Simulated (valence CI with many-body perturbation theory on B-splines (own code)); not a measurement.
## Cu²²⁺: calculated level list

Method: configuration interaction combined with many-body perturbation theory (CI+MBPT): five valence electrons over a frozen Dirac-Fock core [He], a basis of 11 s, 11 p, 10 d, 8 f, 5 g, 2 h functions for each j, with the one-electron correlation potential Σ1, the two-electron term Σ2, the three-electron term Σ3, Breit, model QED; selected CI, second order for the rest, scaled by the run's own slope (own B-spline code, finite nucleus).

No measured levels were compared; by estimate levels of excited configurations hold to 0.05 to 0.15 % of their energy, terms of the ground configuration to about 0.5 %. Among the levels kept, up to 5500 cm⁻¹ of a level comes from second order outside the variational space, and about a tenth of that is noise between levels of different J, which matters for small intervals.

Levels 91 to 135 of 206, with energies above the lowest level, 2s2.2p3 4S°_3/2. "Leading %" is the weight of the configuration and term that name the level; weights of strongly mixed levels are sums over their largest components and can fall short, so below about 35 % the name and the second component can differ from the true leading terms, or belong to a minority configuration. In the jj column 3d3/2^4 stands for four electrons in 3d with j = 3/2. Lifetimes count E1, E2, E3, M1 and M2 decay at the calculated energies, and are blank where another channel may lead or the interval is too uncertain; long ones can be off by a factor of two.

```csv
No.,Configuration,Term,J,E (× 10³ cm⁻¹),Leading %,Lifetime,Second component,Leading jj
91,2s.2p3.3d,6D°,5/2,10452,92,2.41 ps,,2s 2p1/2^2 2p3/2 3d3/2 (34 %)
92,2s.2p3.3d,6D°,7/2,10453,91,10.1 ps,,2s 2p1/2^2 2p3/2 3d5/2 (24 %)
93,2s.2p3.3p,4D,1/2,10455,68,491 fs,20 % 2s.2p3.3p 2P,2s 2p1/2^2 2p3/2 3p1/2 (57 %)
94,2s.2p3.3d,6D°,9/2,10458,93,327 ps,6 % 2s.2p3.3d 4F°,2s 2p1/2 2p3/2^2 3d5/2 (46 %)
95,2s.2p3.3p,4D,3/2,10465,53,599 fs,15 % 2s.2p3.3p 4F,2s 2p1/2 2p3/2^2 3p1/2 (57 %)
96,2s.2p3.3s,4P°,5/2,10469,55,404 fs,27 % 2s.2p3.3s 2D°,2s 2p3/2^3 3s (49 %)
97,2s.2p3.3p,4F,3/2,10474,48,370 fs,21 % 2s.2p3.3p 2P,2s 2p1/2^2 2p3/2 3p1/2 (61 %)
98,2s.2p3.3p,4F,5/2,10484,57,1.51 ps,31 % 2s.2p3.3p 4D,2s 2p1/2 2p3/2^2 3p1/2 (62 %)
99,2s.2p3.3s,2P°,1/2,10491,80,242 fs,9 % 2s.2p3.3s 4D°,2s 2p1/2 2p3/2^2 3s (78 %)
100,2s.2p3.3s,2P°,3/2,10515,52,211 fs,37 % 2s.2p3.3s 2D°,2s 2p1/2 2p3/2^2 3s (48 %)
101,2s.2p3.3p,4F,7/2,10520,76,9.50 ps,20 % 2s.2p3.3p 4D,2s 2p1/2 2p3/2^2 3p1/2 (51 %)
102,2s.2p3.3p,4D,5/2,10522,70,7.40 ps,16 % 2s.2p3.3p 4F,2s 2p1/2 2p3/2^2 3p3/2 (41 %)
103,2s.2p3.3p,4D,3/2,10536,34,281 fs,21 % 2s.2p3.3p 2P,2s 2p1/2^2 2p3/2 3p3/2 (44 %)
104,2s.2p3.3p,4D,7/2,10541,64,460 fs,29 % 2s.2p3.3p 2F,2s 2p1/2 2p3/2^2 3p3/2 (43 %)
105,2s.2p3.3p,2F,5/2,10543,73,119 fs,15 % 2s.2p3.3p 2D,2s 2p1/2^2 2p3/2 3p3/2 (50 %)
106,2s.2p3.3p,2P,1/2,10548,66,125 fs,21 % 2s.2p3.3p 4D,2s 2p1/2 2p3/2^2 3p3/2 (48 %)
107,2s.2p3.3d,4D°,5/2,10571,86,88.9 fs,6 % 2s.2p3.3d 2D°,2s 2p1/2^2 2p3/2 3d5/2 (38 %)
108,2s.2p3.3p,4F,9/2,10573,99,63.0 ps,,2s 2p1/2 2p3/2^2 3p3/2 (99 %)
109,2s.2p3.3d,4D°,3/2,10578,89,85.3 fs,,2s 2p1/2^2 2p3/2 3d5/2 (43 %)
110,2s.2p3.3p,2F,7/2,10580,61,208 fs,34 % 2s.2p3.3p 4D,2s 2p1/2 2p3/2^2 3p3/2 (85 %)
111,2s.2p3.3d,4D°,7/2,10586,90,65.2 fs,6 % 2s.2p3.3d 2F°,2s 2p1/2 2p3/2^2 3d5/2 (33 %)
112,2s.2p3.3d,4D°,1/2,10589,95,72.1 fs,,2s 2p1/2 2p3/2^2 3d5/2 (49 %)
113,2s.2p3.3p,4P,1/2,10593,87,1.31 ps,4 % 2s.2p3.3p 2P,2s 2p1/2^2 2p3/2 3p3/2 (55 %)
114,2s.2p3.3p,4P,3/2,10598,51,293 fs,19 % 2s.2p3.3p 4S,2s 2p1/2 2p3/2^2 3p3/2 (63 %)
115,2s.2p3.3s,4S°,3/2,10604,70,451 fs,19 % 2s.2p3.3s 2P°,2s 2p1/2 2p3/2^2 3s (70 %)
116,2s.2p3.3p,4P,5/2,10620,84,437 fs,14 % 2s.2p3.3p 2D,2s 2p1/2 2p3/2^2 3p1/2 (73 %)
117,2s.2p3.3p,2D,3/2,10624,50,101 fs,36 % 2s.2p3.3p 2P,2s 2p1/2 2p3/2^2 3p3/2 (70 %)
118,2s.2p3.3s,2S°,1/2,10641,62,167 fs,34 % 2s.2p3.3s 2P°,2s 2p1/2 2p3/2^2 3s (71 %)
119,2s.2p3.3p,4D,1/2,10662,67,381 fs,29 % 2s.2p3.3p 2P,2s 2p1/2 2p3/2^2 3p1/2 (87 %)
120,2s.2p3.3p,2D,5/2,10666,71,127 fs,14 % 2s.2p3.3p 4P,2s 2p1/2 2p3/2^2 3p3/2 (89 %)
121,2s.2p3.3s,2D°,5/2,10681,84,236 fs,12 % 2s.2p3.3s 4P°,2s 2p1/2 2p3/2^2 3s (58 %)
122,2s.2p3.3p,4D,3/2,10685,67,531 fs,11 % 2s.2p3.3p 4F,2s 2p1/2 2p3/2^2 3p1/2 (66 %)
123,2s.2p3.3s,2D°,3/2,10697,74,284 fs,19 % 2s.2p3.3s 2P°,2s 2p3/2^3 3s (50 %)
124,2s.2p3.3p,4D,5/2,10709,60,466 fs,16 % 2s.2p3.3p 4F,2s 2p1/2 2p3/2^2 3p3/2 (35 %)
125,2s.2p3.3p,4S,3/2,10725,45,556 fs,34 % 2s.2p3.3p 4P,2s 2p1/2 2p3/2^2 3p3/2 (74 %)
126,2s.2p3.3p,4P,1/2,10725,77,242 fs,12 % 2s.2p3.3p 2S,2s 2p1/2 2p3/2^2 3p1/2 (63 %)
127,2s.2p3.3p,2P,1/2,10737,64,181 fs,32 % 2s.2p3.3p 4D,2s 2p1/2 2p3/2^2 3p3/2 (50 %)
128,2s.2p3.3p,4P,3/2,10747,47,295 fs,21 % 2s.2p3.3p 2D,2s 2p1/2 2p3/2^2 3p3/2 (49 %)
129,2s.2p3.3p,4D,7/2,10748,60,487 fs,21 % 2s.2p3.3p 2F,2s 2p3/2^3 3p3/2 (49 %)
130,2s.2p3.3p,4P,5/2,10749,48,278 fs,32 % 2s.2p3.3p 2D,2s 2p1/2 2p3/2^2 3p3/2 (45 %)
131,2s.2p3.3d,4F°,3/2,10760,87,479 fs,,2s 2p1/2^2 2p3/2 3d3/2 (45 %)
132,2s.2p3.3p,2D,3/2,10762,41,167 fs,26 % 2s.2p3.3p 4P,2s 2p1/2 2p3/2^2 3p3/2 (53 %)
133,2s.2p3.3d,4F°,5/2,10774,66,433 fs,23 % 2s.2p3.3d 4G°,2s 2p1/2 2p3/2^2 3d3/2 (57 %)
134,2s.2p3.3d,4G°,7/2,10788,53,651 fs,38 % 2s.2p3.3d 4F°,2s 2p1/2 2p3/2^2 3d3/2 (47 %)
135,2s.2p3.3d,4G°,5/2,10793,54,501 fs,27 % 2s.2p3.3d 4F°,2s 2p1/2^2 2p3/2 3d3/2 (47 %)
```

Names give the largest LS component (configuration and term), which can be under half, so a name can repeat, a term be missing and a line seem to break the LS rules; names also repeat where a configuration has a term twice.
